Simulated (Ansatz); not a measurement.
One change: `[SiH3][Al]([Cl])[Cl]` becomes `N[BH][Al]([Cl])[Cl]`.

Ansatz, PBE0-D4/def2-TZVP geometries, multiplicity 1. Each molecule was computed in one conformer, which needn't be the lowest.

```tsv
property	`[SiH3][Al]([Cl])[Cl]`
HOMO–LUMO gap (ωB97M-V/def2-TZVPP) / eV	10.16
size of the dipole moment (ωB97M-V/def2-TZVPP) / D	1.43
LUMO energy (B3LYP/def2-TZVPP) / eV	-2.01
LUMO energy (PBE/def2-TZVPP) / eV	-2.59
HOMO–LUMO gap (B3LYP/def2-TZVPP) / eV	6.09
LUMO energy (ωB97M-V/def2-TZVPP) / eV	-0.13
```

Problem. What does the change do to each property? (Estimate.)

Solution. The calculation gave: 
| property | `N[BH][Al]([Cl])[Cl]` | shift |
| --- | --- | --- |
| HOMO–LUMO gap (ωB97M-V/def2-TZVPP) / eV | 9.80 | -0.36 |
| size of the dipole moment (ωB97M-V/def2-TZVPP) / D | 3.57 | 2.14 |
| LUMO energy (B3LYP/def2-TZVPP) / eV | -2.09 | -0.08 |
| LUMO energy (PBE/def2-TZVPP) / eV | -2.71 | -0.12 |
| HOMO–LUMO gap (B3LYP/def2-TZVPP) / eV | 5.52 | -0.57 |
| LUMO energy (ωB97M-V/def2-TZVPP) / eV | -0.10 | 0.03 |

With PBE0 the HOMO rises by 0.50 eV and the LUMO falls by 0.07 eV, so the gap narrows by about 0.57 eV. PBE moves the HOMO by 0.57 eV and ωB97M-V by 0.39 eV. Dipoles are sizes alone; their direction can turn.

B3LYP here is the variant with VWN-RPA as its local correlation; programs differ in this.
